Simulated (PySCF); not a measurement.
Calculation: PBE-D3(BJ)/def2-TZVP // B3LYP-D3(BJ)/def2-SVP run with PySCF 2.14.0. Gas-phase values, no solvent. One relaxed conformer stands for a flexible species; it need not be the lowest. Excitations are Tamm–Dancoff values on a coarser integration grid. The basis has no diffuse functions, so Rydberg states are missing or too high.

Reference species (SMILES): `c1c(coc1B)F` (neutral, multiplicity 1).

The S1–T1 gap (TDA) comes out as 1.68 eV and the T1 excitation (TDA) is 2.85 eV. The brightest of the four lowest singlets (TDA) comes out as 5.32 eV and the HOMO–LUMO gap is 3.30 eV.

After one change: the S1–T1 gap (TDA) rises by 0.21 eV; the T1 excitation (TDA) rises by 0.18 eV; the brightest of the four lowest singlets (TDA) decreases by 0.19 eV; the HOMO–LUMO gap goes up by 0.24 eV.

Name the change that produced these shifts. The new species is one of these.
A. `Bc1occc1F`
B. `Bc1cocc1F`
C. `Bc1coc(F)c1`
D. `Bc1ccoc1F`

A, `Bc1occc1F`
